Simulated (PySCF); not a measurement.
## BiCl: from constants to spectrum

PBE0 constants of BiCl, ³Σ⁻ (triplet), unpaired electrons π ↑↑ (basis Bi cc-pVTZ-PP with ECP60, Cl cc-pV(T+d)Z; scalar-relativistic core potentials; PySCF 2.14; masses 208.9804 and 34.9689 u):

* ωe: 339.3 cm⁻¹
* ωexe: 0.997 cm⁻¹
* Be: 0.094512 cm⁻¹
* αe: 0.000376 cm⁻¹
* De to Bi + Cl: 3.06 eV

(1) What force constant and bond length do these constants imply?

(2) Estimate the centrifugal constant D from the Kratzer relation and find the Dunham coefficient a1.

These are scalar-relativistic numbers at best; spin–orbit coupling would shift them, the dissociation energy most. The state was picked by a PBE0 search and need not be the measured ground state.

## Answers

(1) Reduced mass μred = 29.956 u; k = 5.8918×10⁻⁷·μred·ωe² (u, cm⁻¹, mdyn/Å) = 2.03 mdyn/Å; Re = √(16.8576/(μred·Be)) (u, cm⁻¹, Å) = 2.440 Å.

(2) D = 4Be³/ωe² = 2.93e-08 cm⁻¹; a1 = −1 − αeωe/(6Be²) = -3.38.
